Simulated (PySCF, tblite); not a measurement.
Isomers of C6H10O. Computed with GFN2-xTB (tblite): harmonic, unscaled wavenumbers at the GFN2-xTB geometry, gas phase. Errors from tens to a few hundred cm⁻¹ against measured bands are possible. One conformer each.

Electronic energies: PBE0/pcSseg-1 single points on the GFN2-xTB geometries (PySCF, gas phase).

```csv
SMILES,"electronic energy, lowest = 0 (kJ/mol)"
C=CCC1(O)CC1,183.8
O[C@H]1CC=CCC1,70.9
O=C1CCCCC1,0.0
```

Task: How do GFN2-xTB zero-point energies change the relative energies?

Result: 
```csv
SMILES,ZPE (kJ/mol),of it from modes above 1550 cm⁻¹,electronic (kJ/mol),"with ZPE, lowest = 0 (kJ/mol)",lowest mode (cm⁻¹),rings
O=C1CCCCC1,390.4,189.0,0.0,0.0,85,1
O[C@H]1CC=CCC1,386.1,191.9,70.9,66.6,122,1
C=CCC1(O)CC1,376.9,196.5,183.8,170.3,49,1
```

The zero-point energies span 13.5 kJ/mol, from `C=CCC1(O)CC1` to `O=C1CCCCC1`. The order is unchanged.

Task: And how do the electronic energies of GFN2-xTB itself compare?

Result: `O=C1CCCCC1` 0.0; `O[C@H]1CC=CCC1` 64.1; `C=CCC1(O)CC1` 181.7 kJ/mol, lowest = 0. Against the energies above, taken from the same isomer `O=C1CCCCC1`, the largest difference is 6.8 kJ/mol.

Task: What do entropy and thermal enthalpy add at 298.15 K and 1 bar (rigid rotor, harmonic oscillator, one conformer each)?

Result: 
```tsv
SMILES	point group	symmetry number	S (J/(mol K))	H − H(0) (kJ/mol)	ZPE + H − H(0) − TS (kJ/mol)
O=C1CCCCC1	Cs	1	334.0	19.54	310.4
O[C@H]1CC=CCC1	C1	1	334.8	20.15	306.4
C=CCC1(O)CC1	C1	1	365.5	23.45	291.4
```
